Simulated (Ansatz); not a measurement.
The cluster Si2Se4. Total charge 0; singlet. Geometry PBE0-D4/def2-SVP.

| atom | x (Å) | y (Å) | z (Å) |
| --- | --- | --- | --- |
| Si1 | 0.5378 | -0.8999 | 1.0245 |
| Si2 | -0.5385 | 0.9006 | -1.0236 |
| Se3 | 0.9218 | 1.3139 | 0.6687 |
| Se4 | 1.2991 | -2.1680 | 2.4718 |
| Se5 | -0.9209 | -1.3140 | -0.6693 |
| Se6 | -1.2994 | 2.1674 | -2.4721 |

The 6-31G sets use Cartesian d functions. B3LYP takes the VWN-RPA correlation. The structure comes from a short search, and lower isomers may exist.

Question: Estimate the orbital energies around the gap (eV) in Ansatz with HF/6-31G, PBE-D4/def2-TZVPD, r2SCAN-D4/def2-TZVP, B3LYP-D4/6-31G, PBE0-D4/def2-TZVP.

Answer: 
| orbital | HF/6-31G | PBE-D4/def2-TZVPD | r2SCAN-D4/def2-TZVP | B3LYP-D4/6-31G | PBE0-D4/def2-TZVP |
| --- | --- | --- | --- | --- | --- |
| HOMO−9 | -14.57 | -9.85 | -10.27 | -11.35 | -11.15 |
| HOMO−8 | -13.84 | -9.37 | -9.72 | -10.70 | -10.58 |
| HOMO−7 | -13.46 | -8.83 | -9.22 | -10.13 | -10.12 |
| HOMO−6 | -12.14 | -8.26 | -8.59 | -9.42 | -9.36 |
| HOMO−5 | -12.08 | -8.19 | -8.54 | -9.23 | -9.34 |
| HOMO−4 | -11.11 | -7.17 | -7.50 | -8.17 | -8.31 |
| HOMO−3 | -10.63 | -7.05 | -7.33 | -8.04 | -8.08 |
| HOMO−2 | -10.14 | -6.52 | -6.78 | -7.43 | -7.60 |
| HOMO−1 | -9.59 | -6.51 | -6.78 | -7.28 | -7.49 |
| HOMO | -9.51 | -6.11 | -6.36 | -6.94 | -7.14 |
| LUMO | -0.73 | -3.52 | -3.47 | -3.39 | -2.87 |
| LUMO+1 | -0.14 | -3.42 | -3.29 | -3.14 | -2.66 |
| LUMO+2 | 0.19 | -2.81 | -2.70 | -2.50 | -2.11 |
| LUMO+3 | 0.90 | -2.76 | -2.43 | -2.30 | -1.86 |
| LUMO+4 | 2.15 | -1.29 | -0.97 | -0.80 | -0.46 |
| LUMO+5 | 3.89 | -0.71 | -0.16 | 0.72 | 0.32 |
